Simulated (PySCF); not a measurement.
# One molecule, several mistakes: ClGeH3O

These are calculations, not measurements. The program is PySCF 2.14.0, an open-source quantum chemistry code, run on an isolated molecule that a program drew, which may never have been made. The molecule is ClGeH3O (charge 0, singlet), drawn as the SMILES string `[OH][GeH2][Cl]`.

Each row is a Hartree-Fock (HF) and frozen-core CCSD(T) single point in the cc-pV(D+d)Z basis, meant for a local HF minimum. Run 1 is clean. Each other run has one planted mistake out of seven kinds, and not every kind appears here: one electron removed, one electron added, multiplicity raised by two, geometry at a saddle point, minimal basis STO-3G, one bond length entered in bohr, all coordinates scaled. The reference is restricted for singlets and unrestricted otherwise, and also for a bond in bohr. Adding or removing an electron swaps singlet and doublet. Electrons count all cores. HOMO and LUMO are orbital energies over both spins, the gradient is its largest component, and the lowest frequency (negative if imaginary) is given only where the gradient is small. Bond lengths are over the 5 bonds as drawn. T1 is the CCSD diagnostic: over 0.02 (restricted) or 0.045 (unrestricted) a single reference is doubtful. Germanium has the cc-pVDZ-PP basis, with a core potential (ECP10MDF) in place of its 10 inner electrons, and its 3s, 3p and 3d shells are frozen in CCSD(T).

Geometry of the clean run:
```xyz
6
ClGeH3O, angstrom
O    -0.5925    2.2365   -0.6972
Ge    0.3606    0.7655   -0.5212
Cl    2.1497    0.9547   -1.7348
H    -0.7868    2.5003   -1.5858
H     0.7732    0.6960    0.9332
H    -0.3813   -0.4485   -1.0565
```

```
run  electrons  basis functions  <S^2>  HOMO (eV)  LUMO (eV)  gradient (hartree/bohr)  lowest frequency (cm^-1)  mean bond (Å)  longest bond (Å)      T1  HF (hartree)  CCSD(T) (hartree)                          mistake
  1         60               75  0.000     -12.08       3.64                  2.3e-05                       174         1.5825             2.170  0.0111    -829.55512         -830.01978                         no fault
  2         60               75  0.872      -9.97       0.67                  1.0e-02                         -         1.8518             2.860  0.0378    -829.44859         -829.90009  one bond length entered in bohr
  3         60               75  0.000     -12.10       4.00                  4.5e-02                         -         1.5192             2.083  0.0100    -829.54419         -830.00358                                ?
  4         60               75  2.012      -4.15      -2.48                  1.4e-01                         -         1.5825             2.170  0.0372    -829.28949         -829.74949                                ?
```

**Which mistake was planted in run 3, and what did it cost?**

The mean and the longest bond both change by the same factor, 0.960, and the gradient is no longer small. So the mistake is: all coordinates scaled. Subtracting run 1 and multiplying by 627.51 kcal/mol a hartree, the energy moved by 6.9 kcal/mol in HF and 10.2 kcal/mol in CCSD(T).

**Which mistake was planted in run 4, and what did it cost?**

Electrons, basis and geometry are unchanged, and <S^2> is 2.012, beside S(S+1) = 2.00 for a multiplicity of 3. So the mistake is: multiplicity raised by two. Subtracting run 1 and multiplying by 627.51 kcal/mol a hartree, the energy moved by 166.7 kcal/mol in HF and 169.6 kcal/mol in CCSD(T).

